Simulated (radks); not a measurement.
Species: Co II. Configuration: [Ar] 3d8.

Calculated with a radial shooting solver on a logarithmic mesh with Libxc functionals: non-relativistic Kohn-Sham, PBE, spin-unpolarised, spherical densities, point nucleus.

Energy parts (eV):
total: -37610.917
kinetic: 37582.209
electron-nucleus: -89544.229
Hartree: 15953.777
exchange-correlation: -1602.675

Orbitals (lengths in bohr, moments of r in powers of bohr; r(max) is where P^2 peaks; r(90%) holds 90 % of the orbital's charge):
| orbital | occ. | eigenvalue (eV) | r(90%) | <r> | r(max) | <r^2> |
|---|---|---|---|---|---|---|
| 1s | 2 | -7519.005 | 0.101 | 0.05691 | 0.03750 | 0.004341 |
| 2s | 2 | -885.1683 | 0.400 | 0.2587 | 0.2160 | 0.07891 |
| 2p | 6 | -768.8660 | 0.370 | 0.2262 | 0.1732 | 0.06277 |
| 3s | 2 | -102.9037 | 1.18 | 0.7875 | 0.6777 | 0.7171 |
| 3p | 6 | -68.2658 | 1.28 | 0.8279 | 0.6838 | 0.8109 |
| 3d | 8 | -12.3198 | 2.04 | 1.133 | 0.6771 | 1.762 |
| 4s | 0 | -10.9228 | 4.22 | 2.797 | 2.320 | 8.997 |
| 4p | 0 | -6.3083 | 5.53 | 3.628 | 2.983 | 15.25 |

The highest occupied level is 3d at -12.320 eV. The electron density at the nucleus is 1.337e+04 e/bohr^3. Summed over all electrons, <r^2> = 20.94 bohr^2, which gives a Langevin (diamagnetic) susceptibility term of -16.6 x 10^-6 cm^3/mol.
